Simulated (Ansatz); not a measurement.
Geometry optimisation of [WSF4]- (WSF4⁻).

```yaml
crystal:
  periodic: [false, false, false]
  atoms:
    - {symbol: W, position_ang: [0.000260, -0.000600, 0.111120]}
    - {symbol: S, position_ang: [0.004560, -0.007180, 2.304600]}
    - {symbol: F, position_ang: [1.831690, 0.013130, -0.609820]}
    - {symbol: F, position_ang: [-0.013290, 1.836950, -0.595470]}
    - {symbol: F, position_ang: [-1.834020, -0.009800, -0.599760]}
    - {symbol: F, position_ang: [0.010800, -1.832500, -0.610670]}
basis:
  gaussian: {orbitals: def2-SVPD}
total_charge: -1
magnetization: {spin_polarized: true, initial_magnetization: 1}
hamiltonian: {xc: r2scan, dispersion: d4}
scf: {lower_state_search: "off"}
output: {orbitals: {seedname: orbitals}}
relax: {f_tol: 0.02, max_steps: 100}
```

```sh
$ ansatz run in.yaml --threads 4 --pin off --events-out ev --progress --plain --max-ram 4787MiB
```

It prints (some lines left out):

```
Functional definition: r2SCAN
mean field -23522.79001467 eV, -864.4465887194 hartree, gradient 6.5e-6 eV, S^2 0.761332; 0 other end points of the search recorded, 0 dependent functions left out
relax step   1: F+E_penalty+E_count = -23522.83053484 eV  Δ(F+E_penalty+E_count) = +0.000e0 eV  max|allowed force component| = 9.990e-1 eV/Å  Δτ_max = 0.0000 Å  (20 SCF iters, accepted)
mean field -23522.88763187 eV, -864.4501760854 hartree, gradient 1.1e-6 eV, S^2 0.759235; 0 other end points of the search recorded, 0 dependent functions left out
relax step   2: F+E_penalty+E_count = -23522.92867342 eV  Δ(F+E_penalty+E_count) = -9.814e-2 eV  max|allowed force component| = 5.740e-1 eV/Å  Δτ_max = 0.1082 Å  (28 SCF iters, accepted)
mean field -23522.89659600 eV, -864.4505055112 hartree, gradient 3.1e-6 eV, S^2 0.759650; 0 other end points of the search recorded, 0 dependent functions left out
relax step   3: F+E_penalty+E_count = -23522.93753940 eV  Δ(F+E_penalty+E_count) = -8.866e-3 eV  max|allowed force component| = 4.302e-2 eV/Å  Δτ_max = 0.0290 Å  (22 SCF iters, accepted)
mean field -23522.89630581 eV, -864.4504948468 hartree, gradient 2.5e-6 eV, S^2 0.759454; 0 other end points of the search recorded, 0 dependent functions left out
relax step   4: F+E_penalty+E_count = -23522.93725588 eV  Δ(F+E_penalty+E_count) = +2.835e-4 eV  max|allowed force component| = 1.390e-1 eV/Å  Δτ_max = 0.0094 Å  (22 SCF iters, rejected (line search))
mean field -23522.89689153 eV, -864.4505163715 hartree, gradient 1.4e-6 eV, S^2 0.759587; 0 other end points of the search recorded, 0 dependent functions left out
relax step   5: F+E_penalty+E_count = -23522.93783774 eV  Δ(F+E_penalty+E_count) = -2.983e-4 eV  max|allowed force component| = 5.024e-3 eV/Å  Δτ_max = 0.0043 Å  (23 SCF iters, accepted)
Total energy: -23522.93786565 eV, -864.4520221428 hartree
Atom 0 at     0.000165    -0.000256     0.071002 Å, force     0.000396    -0.000197    -0.005024 eV/Å
Atom 1 at     0.005316    -0.008121     2.229581 Å, force    -0.000006    -0.000002     0.002504 eV/Å
Atom 2 at     1.819481     0.013778    -0.579900 Å, force    -0.001157     0.000002     0.000860 eV/Å
Atom 3 at    -0.013040     1.823340    -0.568032 Å, force     0.000001    -0.001622     0.000425 eV/Å
Atom 4 at    -1.822216    -0.009581    -0.571303 Å, force     0.000791     0.000011     0.000731 eV/Å
Atom 5 at     0.010294    -1.819159    -0.581347 Å, force    -0.000024     0.001808     0.000504 eV/Å
Dipole moment:     0.000068    -0.000127     0.036924 e Å
Checks for a lower state left out: stability, starts, cluster_reference, orbital_swaps, neighbouring_geometries, increment
```

Hardware: 4 threads of Intel Xeon 6975P-C on a shared host. Wall time 10 s.

In the def2 sets W takes a core potential; there is no spin–orbit coupling. The highest occupied level of the charge -1 doublet lies above zero (up to 0.16 eV). By energy differences its removal costs 2.97 eV (vertical, to the charge 0 singlet, at PBE0-D4/def2-TZVPD). The relaxation made no stability test and no search for a lower SCF solution. No other spin state of charge -1 was run.
